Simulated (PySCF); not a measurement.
This PySCF input asks for the NMR shieldings of `CC(CCB)(C)C`, C₆H₁₅B; the geometry comes from GFN2-xTB.

```python
import basis_set_exchange as bse
import numpy as np
from pyscf import gto, dft
from pyscf.prop import nmr

atoms = """
B     2.251423   -1.040049    0.295625
C     1.803244    0.162328   -0.619840
C     0.628593    0.985945   -0.069173
C    -0.686121    0.195823    0.046161
C    -1.767223    1.131140    0.599870
C    -0.500124   -0.981188    1.000333
C    -1.136085   -0.324580   -1.321498
H     2.502508   -0.838815    1.421750
H     2.511288   -2.084842   -0.168107
H     1.579618   -0.132557   -1.645649
H     2.660511    0.842259   -0.683980
H     0.893331    1.359375    0.922744
H     0.458243    1.852312   -0.714258
H    -1.457273    1.556858    1.551731
H    -1.957651    1.947237   -0.093607
H    -2.698390    0.590355    0.754136
H    -0.336913   -0.633215    2.017790
H     0.372506   -1.569113    0.698872
H    -1.370994   -1.633692    0.990382
H    -0.466211   -1.101014   -1.681287
H    -2.136458   -0.747368   -1.251618
H    -1.158233    0.482185   -2.051226
"""
names = dict.fromkeys(["B", "C", "H"], "pcSseg-1")
basis = {el: gto.basis.parse(bse.get_basis(n, elements=[el], fmt="nwchem")) for el, n in names.items()}
mol = gto.M(atom=atoms, basis=basis, charge=0, verbose=0)
mf = dft.RKS(mol, xc="PBE0")
mf.grids.level = 2
mf.grids.alignment = dft.numint.BLKSIZE   # the property module wants whole blocks of grid points
mf.conv_tol = 1e-9
mf.kernel()

calc = nmr.RKS(mf)   # GIAO
C = mf.mo_coeff
Co = C[:, mf.mo_occ > 0]
resp = mf.gen_response(singlet=True, hermi=2)
def vind(x):   # induced exchange potential for any number of trial vectors
    d = np.einsum("pi,xij,qj->xpq", C, 2 * x.reshape(-1, C.shape[1], Co.shape[1]), Co, optimize=True)
    return np.einsum("xpq,pi,qj->xij", resp(d - d.transpose(0, 2, 1)), C, Co, optimize=True).ravel()
mo1, _ = nmr.rhf.solve_mo1(calc, with_cphf=vind)
sigma = calc.kernel(mo1)
for i, s in enumerate(sigma):   # ppm
    w = np.linalg.eigvalsh((s + s.T) / 2)
    print("%2d %-2s iso %8.1f  s11 %8.1f  s22 %8.1f  s33 %8.1f" % (i, mol.atom_pure_symbol(i), w.mean(), *w))
```

Question: What are the results?

Answer: 
```
 0 B  iso     23.5  s11    -54.8  s22     -6.8  s33    132.3
 1 C  iso    159.8  s11    131.7  s22    160.5  s33    187.3
 2 C  iso    135.9  s11    112.3  s22    135.7  s33    159.8
 3 C  iso    155.0  s11    149.6  s22    155.6  s33    159.8
 4 C  iso    155.3  s11    133.6  s22    144.5  s33    187.6
 5 C  iso    151.2  s11    130.8  s22    141.0  s33    181.9
 6 C  iso    158.5  s11    138.3  s22    150.7  s33    186.4
 7 H  iso     24.5  s11     16.1  s22     26.2  s33     31.1
 8 H  iso     24.1  s11     17.1  s22     26.2  s33     29.0
 9 H  iso     29.7  s11     25.5  s22     29.1  s33     34.5
10 H  iso     30.7  s11     25.5  s22     28.3  s33     38.3
11 H  iso     29.8  s11     25.6  s22     29.2  s33     34.5
12 H  iso     29.9  s11     25.1  s22     29.8  s33     34.7
13 H  iso     30.9  s11     27.0  s22     28.4  s33     37.3
14 H  iso     30.6  s11     26.9  s22     28.2  s33     36.8
15 H  iso     30.7  s11     26.8  s22     28.1  s33     37.2
16 H  iso     30.8  s11     27.1  s22     28.3  s33     37.0
17 H  iso     33.9  s11     30.5  s22     33.1  s33     38.0
18 H  iso     30.5  s11     26.9  s22     28.2  s33     36.6
19 H  iso     30.7  s11     26.1  s22     29.6  s33     36.3
20 H  iso     31.0  s11     27.2  s22     28.6  s33     37.2
21 H  iso     31.1  s11     27.4  s22     28.2  s33     37.6
```

These numbers come from an equivalent density-fitted implementation of the same equations, which agrees with the script to about 0.01 ppm for H and up to a few tenths of a ppm for heavy atoms, so last digits may differ.

Size and cost of the density-fitted run: 194 basis functions, 34 s wall time on 1 thread of an Arm Neoverse V1, shared host; peak memory 0.87 GiB.
